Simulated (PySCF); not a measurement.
Ge(H)(F)2(Et) (C2H6F2Ge), SMILES C[CH2][GeH]([F])[F].

Coordinates come from a ωB97X-D3(BJ)/def2-SVP optimisation. One conformer was computed; it need not be the lowest.

These are ωB97X-D3(BJ)/def2-SVP (PySCF) values and carry that method's errors.

Frequencies are harmonic and unscaled.

Computed normal modes with their intensities:
| mode | ν (cm⁻¹) | IR (km/mol) | Raman (Å⁴/amu) | depolarisation | moving atoms (share of kinetic energy) |
|---|---|---|---|---|---|
| 1 | 46 | 0.0 | 0.0 | – | F 37 %, C 33 %, H 30 % |
| 2 | 141 | 10.4 | 0.2 | 0.74 | F 44 %, C 34 %, H 18 % |
| 3 | 155 | 0.7 | 0.6 | 0.75 | H 51 %, F 33 %, C 10 % |
| 4 | 242 | 15.6 | 0.7 | 0.75 | F 82 %, Ge 14 % |
| 5 | 251 | 0.4 | 0.1 | 0.75 | H 72 %, C 16 %, F 9 % |
| 6 | 334 | 30.3 | 1.5 | 0.44 | C 36 %, Ge 35 %, H 14 %, F 14 % |
| 7 | 606 | 0.1 | 19.8 | 0.23 | C 58 %, H 29 % |
| 8 | 688 | 1.2 | 3.7 | 0.75 | H 81 %, C 15 % |
| 9 | 724 | 110.8 | 2.5 | 0.14 | F 69 %, Ge 22 % |
| 10 | 736 | 78.8 | 2.0 | 0.75 | F 74 %, Ge 23 % |
| 11 | 742 | 81.4 | 12.9 | 0.74 | H 83 %, F 13 % |
| 12 | 775 | 66.4 | 10.8 | 0.75 | H 92 % |
| 13 | 982 | 4.8 | 1.1 | 0.75 | H 87 %, C 12 % |
| 14 | 982 | 1.3 | 3.9 | 0.53 | H 76 %, C 24 % |
| 15 | 1069 | 14.0 | 5.9 | 0.44 | C 64 %, H 36 % |
| 16 | 1255 | 1.4 | 3.1 | 0.75 | H 79 %, C 21 % |
| 17 | 1275 | 0.6 | 5.5 | 0.24 | H 61 %, C 39 % |
| 18 | 1410 | 2.3 | 3.1 | 0.73 | H 82 %, C 18 % |
| 19 | 1444 | 4.6 | 9.9 | 0.75 | H 89 %, C 11 % |
| 20 | 1484 | 8.3 | 16.8 | 0.75 | H 97 % |
| 21 | 1491 | 6.9 | 12.0 | 0.75 | H 96 % |
| 22 | 2237 | 133.3 | 193.3 | 0.22 | H 99 % |
| 23 | 3072 | 21.6 | 112.0 | 0.02 | H 97 % |
| 24 | 3087 | 5.5 | 116.9 | 0.11 | H 94 % |
| 25 | 3144 | 1.7 | 98.9 | 0.75 | H 90 %, C 10 % |
| 26 | 3166 | 12.5 | 88.0 | 0.69 | H 90 %, C 10 % |
| 27 | 3172 | 10.4 | 23.1 | 0.75 | H 90 %, C 10 % |
